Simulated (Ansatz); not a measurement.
Computed with Ansatz on PBE0-D4/def2-TZVP structures; ΔE is electronic, products minus reactants. CCSD(T)/CBS adds triple-zeta CCSD(T) − MP2 to the extrapolated MP2 energy (def2 sets, frozen cores). Functionals use def2-TZVPP. B3LYP here is the variant with VWN-RPA as its local correlation; programs differ in this. For Ge outer-core shells are correlated without core-valence functions, which leaves a few kJ/mol of doubt a bond. Scalar relativity is left out up to krypton. One conformer a species, not always the lowest.

Consider the redistribution: `[OH][GeH2][NH][SiH](O)F` + `CC[SiH](O)O` → `CC[SiH](O)F` + `[OH][GeH2][NH][SiH](O)O`.

| level | ΔE (kJ/mol) | difference from CCSD(T)/CBS |
| --- | --- | --- |
| PBE-D4 | -0.4 | -0.6 |
| r2SCAN-D4 | -0.4 | -0.6 |
| PBE0-D4 | 0.1 | -0.1 |
| B3LYP-D4 | 0.4 | 0.2 |
| ωB97X-V | 0.0 | -0.2 |
| ωB97M-V | -0.3 | -0.5 |
| B2PLYP | 0.4 | 0.2 |
| PBE | -0.2 | -0.4 |
| r2SCAN | -0.3 | -0.5 |
| PBE0 | 0.3 | 0.1 |
| B3LYP | 0.7 | 0.5 |
| HF/def2-TZVPP | 1.4 | 1.2 |
| MP2/def2-TZVPP | -0.1 | -0.3 |
| SCS-MP2/def2-TZVPP | 0.1 | -0.1 |
| CCSD/def2-TZVPP | 0.3 | 0.1 |
| CCSD(T)/def2-TZVPP | -0.1 | -0.3 |
| HF/def2-QZVPP | 1.6 | 1.4 |
| MP2/def2-QZVPP | 0.2 | 0.0 |
| SCS-MP2/def2-QZVPP | 0.3 | 0.1 |
| HF/CBS(def2) | 1.7 | 1.5 |
| MP2/CBS(def2) | 0.2 | 0.0 |
| CCSD/CBS(def2) | 0.5 | 0.3 |
| CCSD(T)/CBS | 0.2 | 0 |

Largest T1 diagnostic among the species: 0.012.
